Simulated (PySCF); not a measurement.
**Electron correlation in Ge (germanium, neutral)**

[Ar] 3d10 4s1 4p3, high-spin 5S determinant (an excited configuration). Computed with PySCF 2.14 in x2c-TZVPPall with one added diffuse shell each of s, p, d type (7s6p5d1f, 57 functions), with scalar relativity by spin-free X2C-1e. Frozen: [Ne]; 22 electrons correlated.

```json
{"level": "CCSD", "correlation energy (mhartree)": "-271.17"}
{"level": "(T)", "correlation energy (mhartree)": "-5.86"}
{"level": "CCSD(T)", "correlation energy (mhartree)": "-277.03"}
```

Diagnostics: T1 = 0.0067, D1 = 0.0140, largest double amplitude 0.034.

Cost of the coupled-cluster step: of the order of 8 core-seconds, for 22 correlated electrons.

Iterations:

```
CC2 = 0
CCSD nocc = (np.int64(13), np.int64(9)), nmo = (52, 52)
frozen orbitals [[0, 1, 2, 3, 4], [0, 1, 2, 3, 4]]
max_cycle = 100
direct = 0
conv_tol = 1e-08
conv_tol_normt = 1e-06
diis_space = 8
diis_start_cycle = 0
Init t2, MP2 energy = -0.29080597598685
Init E_corr(UCCSD) = -0.290805975998915
cycle = 1  E_corr(UCCSD) = -0.258416075902893  dE = 0.0323899001  norm(t1,t2) = 0.0640115
cycle = 2  E_corr(UCCSD) = -0.273263321646571  dE = -0.0148472457  norm(t1,t2) = 0.0191864
cycle = 3  E_corr(UCCSD) = -0.270779568274266  dE = 0.00248375337  norm(t1,t2) = 0.00766063
cycle = 4  E_corr(UCCSD) = -0.271131854778762  dE = -0.000352286504  norm(t1,t2) = 0.00136619
cycle = 5  E_corr(UCCSD) = -0.271176683754513  dE = -4.48289758e-05  norm(t1,t2) = 0.000177309
cycle = 6  E_corr(UCCSD) = -0.271171083471728  dE = 5.60028279e-06  norm(t1,t2) = 5.09222e-05
cycle = 7  E_corr(UCCSD) = -0.271169530838719  dE = 1.55263301e-06  norm(t1,t2) = 7.85158e-06
cycle = 8  E_corr(UCCSD) = -0.271169958731193  dE = -4.27892474e-07  norm(t1,t2) = 1.80044e-06
cycle = 9  E_corr(UCCSD) = -0.271170036621666  dE = -7.78904732e-08  norm(t1,t2) = 3.99022e-07
cycle = 10  E_corr(UCCSD) = -0.27117002088715  dE = 1.57345162e-08  norm(t1,t2) = 1.21037e-07
cycle = 11  E_corr(UCCSD) = -0.271170019465012  dE = 1.42213796e-09  norm(t1,t2) = 3.78332e-08
UCCSD converged
E(UCCSD) = -2097.18963168096  E_corr = -0.2711700194650118
UCCSD(T) correction = -0.00585687651105657
```

This basis was not built for core-valence correlation, so the inner-shell part is incomplete.
